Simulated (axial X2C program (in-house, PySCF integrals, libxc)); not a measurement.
Which molecule gave these maps?

PBE0 fields computed with an in-house relativistic program for diatomic molecules, with spin–orbit coupling, near the equilibrium distance, one atom at z = 0.

The maps cover the half plane through the axis: z from -2.4 to 3.6 Å along the bond, ρ from 0.15 to 2.25 Å away from it.

log10 of the density in e/bohr³:

```
 ρ\z  -2.4  -1.8  -1.2  -0.6   0.0   0.6   1.2   1.8   2.4   3.0   3.6
0.15  -3.4  -2.5  -1.6  -0.4   1.4  -0.4  -1.0  -0.8  -1.8  -3.0  -4.0
0.45  -3.5  -2.6  -1.8  -0.8   0.2  -0.8  -1.2  -1.3  -2.0  -3.1  -4.1
0.75  -3.6  -2.7  -2.0  -1.3  -0.8  -1.3  -1.6  -1.7  -2.4  -3.3  -4.2
1.05  -3.8  -3.0  -2.3  -1.7  -1.5  -1.8  -2.0  -2.2  -2.8  -3.6  -4.5
1.35  -4.0  -3.3  -2.6  -2.2  -2.0  -2.2  -2.5  -2.7  -3.2  -3.9  -4.7
1.65  -4.3  -3.6  -3.0  -2.6  -2.5  -2.7  -2.9  -3.2  -3.6  -4.3  -5.1
1.95  -4.6  -3.9  -3.4  -3.1  -3.0  -3.2  -3.4  -3.7  -4.1  -4.7  -5.4
2.25  -5.0  -4.3  -3.9  -3.6  -3.5  -3.7  -4.0  -4.2  -4.6  -5.1  -5.8
```

Electron localisation function (collinear form, no current term, damped to 0 at low density):

```
 ρ\z  -2.4  -1.8  -1.2  -0.6   0.0   0.6   1.2   1.8   2.4   3.0   3.6
0.15  0.35  0.96  0.74  0.34  0.29  0.30  0.96  1.00  1.00  0.91  0.01
0.45  0.26  0.95  0.79  0.21  0.68  0.18  0.94  1.00  1.00  0.84  0.00
0.75  0.12  0.93  0.86  0.26  0.21  0.20  0.88  1.00  1.00  0.56  0.00
1.05  0.04  0.84  0.90  0.49  0.23  0.30  0.73  0.98  0.97  0.15  0.00
1.35  0.01  0.56  0.88  0.68  0.38  0.29  0.41  0.85  0.66  0.01  0.00
1.65  0.00  0.13  0.71  0.70  0.42  0.17  0.12  0.30  0.07  0.00  0.00
1.95  0.00  0.01  0.24  0.43  0.23  0.05  0.02  0.02  0.00  0.00  0.00
2.25  0.00  0.00  0.01  0.07  0.04  0.01  0.00  0.00  0.00  0.00  0.00
```

Axial spin density in 10⁻³ e/bohr³:

```
 ρ\z  -2.4  -1.8  -1.2  -0.6   0.0   0.6   1.2   1.8  2.4  3.0  3.6
0.15   0.3   2.5  15.3  22.6   0.9  -5.2  30.9  93.2  9.7  0.8  0.1
0.45   0.3   2.1  11.9  22.5  -0.8  -4.9  15.7  32.0  6.2  0.6  0.1
0.75   0.2   1.4   7.3  15.4   3.5  -3.5   5.2   9.9  2.9  0.4  0.0
1.05   0.1   0.9   3.8   7.6   2.8  -1.8   1.2   2.9  1.1  0.2  0.0
1.35   0.1   0.5   1.7   3.1   1.3  -0.7   0.1   0.8  0.4  0.1  0.0
1.65   0.0   0.2   0.7   1.1   0.5  -0.2   0.0   0.2  0.1  0.0  0.0
1.95   0.0   0.1   0.3   0.4   0.2  -0.1   0.0   0.1  0.0  0.0  0.0
2.25   0.0   0.0   0.1   0.1   0.1   0.0   0.0   0.0  0.0  0.0  0.0
```

Question: Which molecule is it?
A. GaO
B. GeH⁺
C. GeH
D. GaH⁺

Answer: D. GaH⁺, with Ga at z = 0 and H at z = 1.679 Å, state Ω = 1/2 (⟨Sz⟩ = 0.50, ⟨Lz⟩ = 0.00 at PBE0), basis Ga dyall-cv3z [9s9p7d4f1g], H dyall-v3z [6s2p1d] (cores contracted in-house). One determinant describes the state; a PBE0 search over occupations chose it and may have missed a lower one. Density functionals use the spin component along the axis (collinear).
